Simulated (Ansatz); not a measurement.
System: BeF$_{2}$, charge 0, multiplicity 1. 
Geometry from a B3LYP-D3(BJ)/def2-TZVP (Ansatz, a program for electronic structure) optimisation:
```xyz
3

Be     0.0000     0.0000     0.0000
F      0.0000     0.0000    -1.3812
F      0.0000     0.0000     1.3812
```

Basis-set convergence of Hartree-Fock and CCSD(T) correlation energies (hartree) with Ansatz. Correlated levels leave the core frozen unless marked. No spin-orbit coupling. No relativistic terms.

```csv
basis,functions,E(HF),"E(corr, CCSD(T))"
def2-SVP,37,-213.48556,-0.41362
def2-TZVPP,81,-213.76814,-0.55823
def2-QZVPP,150,-213.78726,-0.61338
```

Extrapolating the two largest sets (X = 3 and 4) as X^-3: E(corr) = (64·(-0.61338) - 27·(-0.55823))/37 = -0.6536 Eh, an estimate of the basis-set limit. The largest set recovers 93.8 % of it, the smallest 63.3 %.
